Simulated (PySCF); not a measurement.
trisilylphosphine (H$_{9}$PSi$_{3}$), singlet, at a GFN2-xTB geometry. Base run: B3LYP/3-21G in PySCF.

The PySCF input:
```python
from pyscf import gto, scf, dft

mol = gto.M(
    atom='''
Si   -0.73150406    1.82305785   -0.40791737
P     0.18821174   -0.17350413   -0.73727730
Si    1.86473710   -0.16240545    0.72209052
Si   -1.27528289   -1.52970289    0.24227527
H     0.23660144    2.81452484   -0.86999042
H    -1.05477390    2.07124934    1.00037921
H    -1.95510257    1.86016427   -1.20489688
H     2.82295740    0.83662120    0.25571496
H     2.44340496   -1.50357383    0.70954322
H     1.42887523    0.17189027    2.08138167
H    -0.68465939   -2.86566528    0.23155487
H    -2.49681096   -1.47983083   -0.55717985
H    -1.57497050   -1.13611115    1.62237473
''',
    basis='3-21g',
    verbose=4,
)

mf = dft.RKS(mol)
mf.xc = 'b3lyp'
mf.kernel()
mo_i, mo_e, stable_i, stable_e = mf.stability(internal=True, external=True, return_status=True, nroots=6, tol=1e-6)
print('internally stable:', stable_i, ' externally stable:', stable_e)
if not stable_e:
    umf = mf.to_uhf() if not hasattr(mf, 'xc') else mf.to_uks()
    umf.scf_summary = {}
    umf.kernel(umf.make_rdm1(mo_e, umf.mo_occ))
mf.analyze()
```

The bond that is stretched is that between atoms 7 and 1. A test that says stable can miss a lower solution.

The base run was repeated with changes; each row names its change, and settings that it needs were set with it.

```json
[
 {"change": "base", "ΔE vs base (mEh)": "0.000", "<S^2>": "0.000", "E after following the instability (Eh)": "-", "<S^2> there": "-", "HOMO-LUMO gap (eV)": "6.33", "stability test says": "stable"},
 {"change": "bond × 1.25", "ΔE vs base (mEh)": "21.549", "<S^2>": "0.000", "E after following the instability (Eh)": "-", "<S^2> there": "-", "HOMO-LUMO gap (eV)": "6.35", "stability test says": "stable"},
 {"change": "bond × 1.5", "ΔE vs base (mEh)": "62.883", "<S^2>": "0.000", "E after following the instability (Eh)": "-", "<S^2> there": "-", "HOMO-LUMO gap (eV)": "5.14", "stability test says": "stable"},
 {"change": "bond × 1.8", "ΔE vs base (mEh)": "109.3", "<S^2>": "0.000", "E after following the instability (Eh)": "-1208.80672", "<S^2> there": "0.00", "HOMO-LUMO gap (eV)": "3.92", "stability test says": "external instability"},
 {"change": "bond × 2.2", "ΔE vs base (mEh)": "154.5", "<S^2>": "0.000", "E after following the instability (Eh)": "-1208.76153", "<S^2> there": "0.00", "HOMO-LUMO gap (eV)": "2.50", "stability test says": "external instability"},
 {"change": "bond × 3.0", "ΔE vs base (mEh)": "199.4", "<S^2>": "0.000", "E after following the instability (Eh)": "-1208.77324", "<S^2> there": "0.99", "HOMO-LUMO gap (eV)": "1.07", "stability test says": "external instability"}
]
```

Where a bond breaks into two radicals, a solution with restricted orbitals usually stops being the lowest and lies too high; an unrestricted one lies lower at the price of spin contamination, which <S^2> shows.
